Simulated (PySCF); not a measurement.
**Spin states and ions at one geometry of Hg2S2**

PySCF 2.14.0, RKS PBE0, Hg def2-SVP with ECP60, S def2-SVP; non-relativistic Hamiltonian with scalar-relativistic core potentials where named; density fitting; no spin-orbit coupling; singlets restricted, open shells unrestricted. The geometry is relaxed for charge 0, singlet, vacuum:

```xyz
4

Hg    0.0000    0.0000    2.3804
Hg    0.0000    0.0000   -2.3804
S     1.1497    0.0000    0.0000
S    -1.1497    0.0000    0.0000
```

Energies count from the relaxed state; an electron taken off or put on is at rest in vacuum. Charges and spins are Mulliken's.

Order these states by energy, lowest first.
A. charge +1, doublet, vacuum
B. charge 0, singlet, vacuum
C. charge 0, triplet, vacuum
D. charge -1, doublet, vacuum

D (-2.67 eV), B (0.00 eV), C (0.23 eV), A (7.65 eV).

How do charge and spin on the first atom follow?


```json
{"state": "charge 0, singlet, vacuum", "spin squared": "0.00", "charge on Hg1 (e)": "0.27", "spin on Hg1 (e)": "0.00", "dipole about the centre of mass (D)": "0.00"}
{"state": "charge 0, triplet, vacuum", "spin squared": "2.01", "charge on Hg1 (e)": "0.09", "spin on Hg1 (e)": "0.34", "dipole about the centre of mass (D)": "0.00"}
{"state": "charge +1, doublet, vacuum", "spin squared": "0.76", "charge on Hg1 (e)": "0.49", "spin on Hg1 (e)": "-0.03", "dipole about the centre of mass (D)": "0.00"}
{"state": "charge -1, doublet, vacuum", "spin squared": "0.76", "charge on Hg1 (e)": "-0.13", "spin on Hg1 (e)": "0.33", "dipole about the centre of mass (D)": "0.00"}
```

With an electron taken off (doublet) the charges change, summed by element, by Hg +0.44 e, S +0.56 e. The vertical ionisation energy is 7.65 eV, against −ε(HOMO) = 5.74 eV of the relaxed state. The level lies 1.9 eV too high, as is usual for semilocal functionals and global hybrids, which keep a self-interaction error.

With an electron put on (doublet) the charges change, summed by element, by Hg -0.78 e, S -0.22 e. The vertical electron affinity is 2.67 eV, against −ε(LUMO) = 4.28 eV of the relaxed state. The basis has no diffuse functions, which an added electron needs.

Open shells may have lower solutions than those found.

On relaxing from the template, bonds within or between ligands changed, so the formula names the start rather than the bonding at the end. The gap of the closed shell is small, and it wasn't tested for a lower spin-broken solution at this geometry.
